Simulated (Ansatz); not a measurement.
Saddle point of SiN2H4Cl2, singlet (SiN₂H₄Cl₂ ([NH2][Si]([NH2])([Cl])[Cl]) → SiNHCl₂ ([NH][Si]([Cl])[Cl]) + NH₃ (still joined by a long Si–N bond); bonds formed: N2–H4; bonds broken: N3–H4; bonds weakened to dative contacts: Si1–N2), PBE0-D4/def2-TZVP structure:

```xyz
9
angstrom
Si -0.5471 0.2162 0.4534
N 1.1360 -0.2599 -0.1140
N -1.0081 -0.0399 -1.0833
H 0.4101 -0.3322 -1.0849
Cl -0.4193 2.0829 1.2986
Cl -1.0588 -1.0233 2.0081
H 1.5221 -1.1318 0.2265
H 1.8495 0.4582 -0.1367
H -1.8844 0.0299 -1.5676
```

Energies are electronic, without zero-point energy. Barriers and step energies count from the start structure reached by relaxing down the imaginary mode; all methods use the PBE0-D4 structures, on which another method's saddle can fall below an end. Program: Ansatz 0.2.0. Basis: def2-TZVPP, with def2-QZVPP for the basis limit. Cores are frozen in the correlated methods. B3LYP uses VWN-RPA correlation. Extrapolation: Hartree–Fock as exp(−7.88 √X), correlation as X^−2.97.

| method | barrier (kcal/mol) | step energy (kcal/mol) |
| --- | --- | --- |
| SPW92 | 42.79 | 40.17 |
| PBE-D4 | ? | 39.82 |
| BLYP-D4 | ? | 40.32 |
| r2SCAN-D4 | 50.65 | 43.02 |
| B97M-V | 54.04 | 43.83 |
| PBE0-D4 | 51.21 | 43.66 |
| B3LYP-D4 | 53.07 | 43.57 |
| r2SCAN0-D4 | 53.79 | 45.49 |
| BHLYP-D4 | 58.67 | 47.63 |
| CAM-B3LYP-D4 | ? | 45.70 |
| wB97X-V | 54.74 | 45.73 |
| wB97M-V | 53.75 | 44.61 |
| B2PLYP | 53.22 | 43.76 |
| PBE-QIDH | 53.69 | 45.29 |
| RPA on PBE | 52.91 | 43.12 |
| HF | 67.41 | 52.20 |
| MP2 | 52.43 | 43.65 |
| CCSD | 56.48 | 45.94 |
| CCSD(T) | 53.86 | 44.17 |

**Question.** Fill in the withheld barriers. (An estimate is asked for; the value comes from the calculation.)

**Answer.** The calculation gives: PBE-D4 46.32; BLYP-D4 49.39; CAM-B3LYP-D4 54.66 kcal/mol. Each is the energy of the saddle less that of the start structure, by the same method.

For comparison, the barrier by CCSD(T) at an estimated basis limit (MP2 extrapolated from triple and quadruple zeta, plus CCSD(T) − MP2 in triple zeta) is 53.83 kcal/mol.

The T1 diagnostic stays at or below 0.012.

Labels in which every atom is bracketed show which atoms are joined, not bond orders.

For scale, one of the runs: CCSD(T)/def2-TZVPP, 244 basis functions, launched by `ansatz run in.yaml --threads 4 --pin off --events-out ev --progress --plain --max-ram 9574MiB`. Hardware: 4 CPU threads of an Arm Neoverse V1, shared host. Wall time 2.4 min; peak host memory 4.6 GiB.
